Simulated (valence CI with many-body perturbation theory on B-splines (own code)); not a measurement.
Values are calculated unless marked as measured or tabulated.
Sm¹¹⁺: magnetic and hyperfine properties of the levels

Level of theory: valence CI with perturbative core correlation (CI+MBPT): five valence electrons over a frozen Dirac-Fock core [Kr] 4d10, a basis of 7 s, 7 p, 7 d, 7 f, 4 g, 2 h functions for each j, with the one-electron correlation potential Σ1 (screened to all orders), the two-electron term Σ2, the three-electron term Σ3, Breit, model QED; selected single and double excitations, second order for the rest (own B-spline code, finite nucleus).

No measured levels were compared; by estimate terms of the open shell hold to a few per cent of their energy, and close levels can change places. Core correlation moves these levels by up to 41000 cm⁻¹, and in measured spectra 5 to 20 % of such shifts remained as error; rates that hang on mixing are uncertain with them. Among the levels kept, up to 960 cm⁻¹ of a level comes from second order outside the variational space, and about a tenth of that is noise between levels of different J, which matters for small intervals. Only levels of the ground parity were solved; by the run's estimate the other parity begins above the list, which can be wrong where configurations are misplaced.

A/g_I is the dipole constant over the nuclear g factor μ/I (μ in nuclear magnetons, uniformly magnetised nucleus), B/Q the quadrupole constant per barn. Both hold the static response of the core; the bare values leave it out. Large factors of s and p1/2 electrons are usually good to 5 to 10 %; those of open d and f shells near neutrality can be off by tens of per cent, and small factors of p3/2, d and f electrons come from cancelling terms and can be off by a factor of two or in sign, in half-filled shells by more. B is blank for J = 1/2, where it vanishes, and for nearly pure S terms. Energies count from the lowest level.

Names give the largest LS component (configuration and term), which can be under half, so a name can repeat, a term be missing and a line seem to break the LS rules; names also repeat where a configuration has a term twice. Letters in brackets count levels of one name in rising energy.

| Level | E (cm⁻¹) | g | A/g_I (MHz) | A/g_I bare | B/Q (MHz/b) | B/Q bare |
| --- | --- | --- | --- | --- | --- | --- |
| 4f³5s² ⁴I°_9/2 | 0.0 | 0.733 | 1070 | 947 | 542 | 452 |
| 4f³5s² ⁴I°_11/2 | 3225 | 0.965 | 822 | 875 | 566 | 454 |
| 4f³5s² ⁴I°_13/2 | 6582 | 1.106 | 673 | 835 | 631 | 494 |
| 4f³5s² ⁴I°_15/2 | 10007 | 1.197 | 581 | 817 | 729 | 563 |
| 4f³5s² ⁴F°_3/2 | 17767 | 0.438 | 1260 | 855 | -377 | -304 |
| 4f³5s² ²H°_9/2 [a] | 18949 | 0.991 | 859 | 959 | -499 | -408 |
| 4f³5s² ⁴F°_5/2 | 19599 | 1.032 | 709 | 796 | -350 | -289 |
| 4f³5s² ⁴F°_7/2 | 21144 | 1.201 | 580 | 822 | -681 | -566 |
| 4f³5s² ⁴S°_3/2 | 21166 | 1.939 | -126 | 729 |  |  |
| 4f³5s² ⁴F°_9/2 | 23208 | 1.238 | 554 | 828 | -628 | -519 |
| 4f³5s² ²H°_11/2 [a] | 24546 | 1.098 | 652 | 795 | -142 | -129 |
| 4f³5s² ²G°_7/2 | 26639 | 0.947 | 833 | 866 | -168 | -125 |
| 4f³5s² ⁴G°_5/2 | 26808 | 0.575 | 1180 | 903 | -98.0 | -70.6 |
| 4f³5s² ²K°_13/2 | 29353 | 0.935 | 839 | 864 | 1900 | 1540 |
| 4f³5s² ⁴G°_7/2 | 29859 | 0.961 | 758 | 777 | -485 | -400 |
| 4f³5s² ⁴G°_9/2 | 30678 | 1.146 | 634 | 829 | 140 | 118 |
| 4f³5s² ²D°_3/2 [a] | 32587 | 1.056 | 623 | 706 | -196 | -157 |
| 4f³5s² ²K°_15/2 | 32726 | 1.061 | 705 | 828 | 2040 | 1640 |
| 4f³5s² ²G°_9/2 | 33107 | 1.137 | 587 | 751 | -707 | -577 |
| 4f³5s² ⁴G°_11/2 | 34091 | 1.257 | 533 | 823 | -32.8 | -41.5 |
| 4f³5s² ²P°_1/2 | 35859 | 0.617 | 1740 | 1750 |  |  |
| 4f³5s² ²D°_5/2 [a] | 36815 | 1.194 | 587 | 821 | -926 | -750 |
| 4f³5s² ²P°_3/2 | 41026 | 1.093 | 612 | 736 | -415 | -327 |
| 4f³5s² ⁴D°_3/2 | 43966 | 1.120 | 788 | 1010 | 127 | 108 |
| 4f³5s² ⁴D°_5/2 | 44101 | 1.315 | 561 | 934 | 606 | 491 |
| 4f³5s² ²I°_11/2 | 44494 | 0.952 | 786 | 810 | 1340 | 1070 |
| 4f³5s² ⁴D°_1/2 | 45161 | 0.044 | 2100 | 1540 |  |  |
| 4f³5s² ²L°_15/2 | 45775 | 0.947 | 786 | 805 | 3170 | 2570 |
| 4f³5s² ²I°_13/2 | 46843 | 1.074 | 715 | 858 | 1220 | 985 |
| 4f³5s² ⁴D°_7/2 | 47931 | 1.422 | 297 | 690 | 1640 | 1310 |
| 4f³5s² ²L°_17/2 | 48152 | 1.058 | 704 | 825 | 3380 | 2730 |
| 4f³5s² ²H°_9/2 [b] | 50379 | 0.911 | 831 | 815 | 743 | 604 |
| 4f³5s² ²D°_3/2 [b] | 52147 | 0.882 | 788 | 725 | 289 | 227 |
| 4f³5s² ²H°_11/2 [b] | 52826 | 1.064 | 674 | 791 | 580 | 473 |
| 4f³5s² ²D°_5/2 [b] | 53574 | 1.162 | 674 | 904 | 394 | 303 |
| 4f²5s²5p ⁴I°_9/2 | 54617 | 0.806 | 4460 | 4210 | 717 | 541 |
| 4f³5s² ²F°_5/2 | 59998 | 0.943 | 835 | 860 | 931 | 755 |
| 4f²5s²5p ⁴H°_7/2 | 60436 | 0.783 | -1940 | -1790 | -877 | -904 |
| 4f³5s² ²F°_7/2 | 62194 | 1.143 | 625 | 813 | 353 | 270 |
| 4f²5s²5p ⁴I°_11/2 | 62277 | 1.010 | 3370 | 3290 | -581 | -676 |

**Question.** Take the isotope of mass number 147, with I = 7/2, μ = -0.809 μN and Q = -0.26 b. What is the hyperfine structure of 4f³5s² ⁴I°_11/2?

**Answer.** From the table A = -190 MHz, B = -147 MHz. Shifts from the centre of gravity in MHz: F = 2: 4260, F = 3: 3720, F = 4: 2980, F = 5: 2060, F = 6: 934, F = 7: -393, F = 8: -1930, F = 9: -3690.
